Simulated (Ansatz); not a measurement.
`C[CH2][GeH3]` and `[SiH3]C[CH2][GeH3]` differ in one atom or group.

Ansatz, PBE0-D4/def2-TZVP geometries, multiplicity 1. Each molecule was computed in one conformer, which needn't be the lowest.

Scalar relativity is left out up to krypton.

| property | `C[CH2][GeH3]` |
| --- | --- |
| LUMO energy (ωB97M-V/def2-TZVPP) / eV | 2.33 |
| LUMO energy (PBE0/def2-TZVPP) / eV | 0.83 |
| HOMO–LUMO gap (B3LYP/def2-TZVPP) / eV | 8.61 |
| LUMO energy (B3LYP/def2-TZVPP) / eV | 0.53 |
| HOMO energy (PBE/def2-TZVPP) / eV | -7.06 |
| size of the dipole moment (B3LYP/def2-TZVPP) / D | 0.86 |

Give the same properties after the change, and the shifts. (Estimate.)

The calculation gave: 
```tsv
property	`[SiH3]C[CH2][GeH3]`	shift
LUMO energy (ωB97M-V/def2-TZVPP) / eV	1.97	-0.36
LUMO energy (PBE0/def2-TZVPP) / eV	0.44	-0.39
HOMO–LUMO gap (B3LYP/def2-TZVPP) / eV	7.84	-0.77
LUMO energy (B3LYP/def2-TZVPP) / eV	0.19	-0.34
HOMO energy (PBE/def2-TZVPP) / eV	-6.69	0.37
size of the dipole moment (B3LYP/def2-TZVPP) / D	0.04	-0.82
```

With PBE0 the HOMO rises by 0.43 eV and the LUMO falls by 0.39 eV, so the gap narrows by about 0.82 eV. PBE moves the HOMO by 0.37 eV and ωB97M-V by 0.49 eV.

B3LYP here is the variant with VWN-RPA as its local correlation; programs differ in this.
